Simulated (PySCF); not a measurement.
Species: C₆H₁₁FN (doublet state).
Z-matrix (Å and degrees, GFN2-xTB geometry), rows numbered from 1:
```
C 
C   1  1.4915
C   2  1.3286  1  124.48
C   3  1.5027  2  124.34  1  -174.18
F   4  1.3953  3  110.27  2   -27.97
C   4  1.4891  3  107.49  2    92.30
N   6  1.3728  4  120.09  3   -72.43
C   7  1.4424  6  121.41  4   136.40
H   1  1.0873  2  111.00  3     0.12
H   1  1.0898  2  110.33  3  -120.66
H   1  1.0906  2  110.28  3   120.78
H   2  1.0820  1  115.73  3   178.45
H   3  1.0808  2  121.13  1    -0.90
H   4  1.0962  3  111.50  2  -145.72
H   6  1.0743  4  119.54  3    88.70
H   7  1.0116  6  113.42  4    -7.05
H   8  1.0979  7  112.55  6   -75.59
H   8  1.0891  7  108.88  6    44.61
H   8  1.0891  7  109.24  6   163.41
```

The hyperfine couplings belong to this conformer and change with its torsions.

Identity: `C/C=C/[C@@H](F)[CH]NC` [radical].

Level of theory: UKS B3LYP, pcH-1 on C F H N, non-relativistic, mean-field spin-orbit, GIAO in PySCF. Isolated species at its GFN2-xTB geometry (one conformer only). A GFN2-xTB geometry isn't a minimum of the functional, and hyperfine couplings can be far from their values at a DFT geometry. The SCF solution wasn't tested for stability.

Principal values of hyperfine tensors in MHz (contact and dipolar terms together), for some of the nuclei:

```json
{"atom": "C6", "isotope": "13C", "A1": "43.27", "A2": "44.13", "A3": "229.58"}
{"atom": "H15", "isotope": "1H", "A1": "-81.16", "A2": "-51.53", "A3": "-20.22"}
{"atom": "C3", "isotope": "13C", "A1": "30.54", "A2": "38.57", "A3": "47.82"}
{"atom": "N7", "isotope": "14N", "A1": "26.39", "A2": "27.07", "A3": "60.09"}
{"atom": "H17", "isotope": "1H", "A1": "26.66", "A2": "27.42", "A3": "34.95"}
{"atom": "C8", "isotope": "13C", "A1": "21.03", "A2": "22.12", "A3": "29.94"}
{"atom": "C4", "isotope": "13C", "A1": "-27.55", "A2": "-26.55", "A3": "-17.28"}
{"atom": "C2", "isotope": "13C", "A1": "7.30", "A2": "8.18", "A3": "30.09"}
```

Problem. Give the isotropic coupling of each nucleus in MHz and in mT (g = 2.0027), and the anisotropic part.

Solution. a_iso = (A1 + A2 + A3)/3, Ti = Ai − a_iso; 1 mT corresponds to 28.030 MHz.

```csv
atom,a_iso (MHz),a_iso (mT),T1,T2,T3
C6,105.66,3.770,-62.39,-61.53,123.92
H15,-50.97,-1.818,-30.19,-0.56,30.75
C3,38.98,1.391,-8.44,-0.41,8.84
N7,37.85,1.350,-11.46,-10.78,22.24
H17,29.68,1.059,-3.01,-2.26,5.27
C8,24.36,0.869,-3.33,-2.24,5.57
C4,-23.79,-0.849,-3.75,-2.76,6.51
C2,15.19,0.542,-7.89,-7.01,14.90
```

Problem. What spin density at the nucleus of H17 lies behind its contact coupling (g_N = 5.58569)?

Solution. a_FC = (2μ0/3) gₑ μB g_N μN ρ(0)/(2S·h) = 800.24 MHz × g_N × ρ(0)/(2S), with ρ in bohr⁻³. With a_FC = 29.68 MHz and 2S = 1, ρ(0) = 0.006639 bohr⁻³. In magnitude that is 2.1 % of the 1/π = 0.318 of a free hydrogen atom.

Problem. F5 (19F, g_N = 5.25774) isn't in the table. Its spin density at the nucleus is 0.03651 bohr⁻³. What is its contact coupling?

Solution. By the same relation, a_FC = 153.6 MHz. Its full tensor has the principal values 115.77, 119.92, 225.18 MHz.

Problem. Which nucleus of the table has the largest anisotropic coupling, and what is its form?

Solution. C6: -62.4, -61.5, 123.9 MHz, axial, in the ratio −1:−1:+2, the form that spin in one p orbital centred on that nucleus gives.

Problem. In a single crystal, with the field along each principal axis of the tensor of H15 in turn, what first-order splitting does this nucleus give (isotropic g, quadrupole terms neglected)?

Solution. 2 lines (I = 1/2), spaced by |A_i|/(g × 13.996): 2.90, 1.84, 0.72 mT along the axes of A1, A2 and A3.
